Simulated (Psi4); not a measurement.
A dimer, CH3Cl ··· H6Si2 (SMILES CCl and [SiH3][SiH3]), singlet; the first 5 atoms form monomer A.

```
13

C     -0.1536    -0.0064    -0.0054
Cl     1.6381     0.0684     0.0574
H     -0.5073    -0.4920     0.8991
H     -0.4413    -0.5778    -0.8826
H     -0.5360     1.0078    -0.0684
Si     3.9456    -1.0725    -3.1468
Si     1.6659    -1.6008    -3.2873
H      4.2206    -0.3057    -1.9073
H      4.7607    -2.3116    -3.1283
H      4.3564    -0.2524    -4.3124
H      1.3889    -2.3575    -4.5326
H      0.8502    -0.3620    -3.2941
H      1.2578    -2.4307    -2.1277
```

### Question
What interaction energy does SAPT0/jun-cc-pVDZ, frozen core (Psi4) give, and which attractive term is the largest?

### Answer
Total -1.10 kcal/mol: electrostatics -1.93, exchange 3.34, induction -0.45, dispersion -2.07. The most attractive term is dispersion.
